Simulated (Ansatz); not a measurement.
Ansatz (an electronic-structure program) input:

Ansatz 0.2 input:
```yaml
crystal:
  periodic: [false, false, false]
  atoms:
    - {symbol: C, position_ang: [-0.97869676, -0.02312708, -0.11952143]}
    - {symbol: F, position_ang: [-1.53614924, -0.66730619, 0.88977126]}
    - {symbol: F, position_ang: [-1.44889541, 1.20920506, -0.18780349]}
    - {symbol: Br, position_ang: [0.93535950, -0.13538078, -0.16001661]}
basis:
  gaussian:
    orbitals: 6-31G
magnetization: {spin_polarized: true, initial_magnetization: 1}
correlation: {method: ccsd_t, electrons: outside_noble_gas}
```

Task: What final total energy does it print?

Result: -2809.01885 Eh (CCSD(T)/6-31G). The basis has 54 functions.

It need not be the lowest isomer of its formula.
